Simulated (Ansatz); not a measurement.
`O[SiH2][SiH]1CO1` + HBr → `Br[SiH]1CO1` + `O[SiH3]`  (cleavage of the Si–Si bond)

Isolated molecules relaxed with PBE0-D4/def2-TZVP in Ansatz; ΔE leaves out vibrations. CBS: MP2 limit from def2 TZ/QZ plus the TZ coupled-cluster correction, frozen cores. For Br outer-core shells are correlated without core-valence functions, which leaves a few kJ/mol of doubt a bond. Scalar relativity is left out up to krypton. One conformer a species, not always the lowest.

```tsv
level	ΔE (eV)
CCSD(T)/def2-TZVPP	-1.01
HF/CBS(def2)	-1.28
```

(1) What does CCSD(T)/CBS give? (An estimate is asked.)

Largest T1 diagnostic among the species: 0.014.

Results:

(1) The calculation gave: -1.05 eV. The listed levels differ from it by 0.04, -0.23 eV.

From PBE to PBE0 (25 % exact exchange), in def2-TZVPP and without D4, ΔE moves by −0.08 eV. In def2-TZVPP, CCSD(T) changes the Hartree–Fock value by +0.25 eV (the triples alone add +0.03 eV) and MP2 by +0.14 eV. The D4 term adds +0.05 eV with B3LYP and +0.03 eV with PBE0; it sums over pairs of atoms, weighted by their polarisabilities, and B3LYP, whose exchange is more repulsive, gets the larger term.

B3LYP here is the variant with VWN-RPA as its local correlation; programs differ in this.
